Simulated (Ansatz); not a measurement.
Born–Oppenheimer molecular dynamics of Cl₂H₄O₂Sn (9 atoms, charge 0, multiplicity 1). It starts at the highest image of a converged band. Of that band: The profile has 2 maxima (images 3, 5) with wells between them (image 4): this band takes more than one step, which may be the mechanism or a detour left from its start path. Neighbouring images differ by up to 1.4 eV, so the band resolves the path poorly. A vibrational analysis at the climbing image gives one clearly imaginary mode, 1201i cm⁻¹: a first-order saddle point.

The calculation used RKS PBE/def2-SVP (Ansatz 0.2.0).

```json
{
 "ensemble": "NVE (velocity Verlet)",
 "time step": "0.5 fs",
 "steps asked": "200",
 "starting velocities drawn for": "300 K",
 "seed": "6374"
}
```

First frame:

```xyz
9
Properties=species:S:1:pos:R:3
Sn 0.133 0.156 0.012
O -0.072 0.208 2.147
H -0.929 0.087 2.612
O 1.951 -0.137 -0.757
H 1.931 -1.020 -1.183
Cl -1.395 1.548 -1.134
Cl -0.830 -2.005 -0.263
H 0.921 1.757 0.996
H 0.470 1.303 1.779
```

(1) How far do the bonds stretch over the last three quarters of this one trajectory? (Pairs bonded in most of those frames.)

Answers

(1) 
| bond | mean (Å) | spread (Å) | shortest | longest |
| --- | --- | --- | --- | --- |
| Sn1–O4 | 2.027 | 0.046 | 1.95 | 2.09 |
| Sn1–Cl6 | 2.420 | 0.034 | 2.37 | 2.47 |
| Sn1–Cl7 | 2.428 | 0.051 | 2.33 | 2.49 |
| Sn1–H8 | 1.745 | 0.083 | 1.60 | 1.88 |
| O2–H3 | 0.983 | 0.037 | 0.92 | 1.05 |
| O2–H9 | 0.983 | 0.029 | 0.93 | 1.05 |
| O4–H5 | 0.983 | 0.019 | 0.95 | 1.01 |

Pairs bonded in part of these frames only: Sn1–O2 32 %.

Mean temperature of the second half: 901 K. The conserved energy stayed within 0.24 meV per atom of its start (net change -0.1 meV per atom), so the integration is sound. The kinetic energy rose, since the run started high on the potential surface and went downhill. It ends in pieces (Cl2H2OSn + H2O), so much of that is their flight and rotation, not heat. A run of 0.1 ps of so small a system gives no equilibrium averages. The orbitals stay closed-shell, which can raise the energy where a bond breaks towards radicals; this wasn't checked here.

Time of the run: 3.3 min on 4 threads of Arm Neoverse V2, with other jobs on the host, peak memory 0.17 GiB.
